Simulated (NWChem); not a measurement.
System: WH₅Cl; SMILES [Cl][WH5]

NWChem input:

```
start job
memory heap 200 mb stack 900 mb global 1100 mb
geometry units angstroms
  W     -0.223630    -0.087858    -0.152703
  Cl     0.820291    -0.443739     1.961014
  H     -0.232760     1.325153     0.707129
  H      0.635898    -0.143390    -1.623146
  H      1.193724     0.762680    -0.092065
  H     -1.685204     0.771800    -0.322737
  H     -0.508343    -1.643632     0.434121
end
basis spherical
  * library def2-svp
end
ecp
  W library def2-ecp
end
dft
  xc becke88 lyp
  iterations 150
end
driver
  maxiter 120
end
task dft optimize
dft
  grid fine
  convergence energy 1d-8 density 1d-7
end
task dft freq numerical
```

def2 effective core potentials on W; no spin-orbit coupling.

The level has its own optimisation; frequencies are unscaled.

**Question.** Give the results of this calculation. (BLYP/def2-SVP with def2 effective core potentials on W.) Quantities: r Cl–W (Å); highest harmonic frequency (cm⁻¹); lowest (cm⁻¹); zero-point energy (kcal/mol).

**Answer.** 
- r Cl–W (Å): 2.352
- highest harmonic frequency (cm⁻¹): 2028
- lowest (cm⁻¹): 93
- zero-point energy (kcal/mol): 23.6
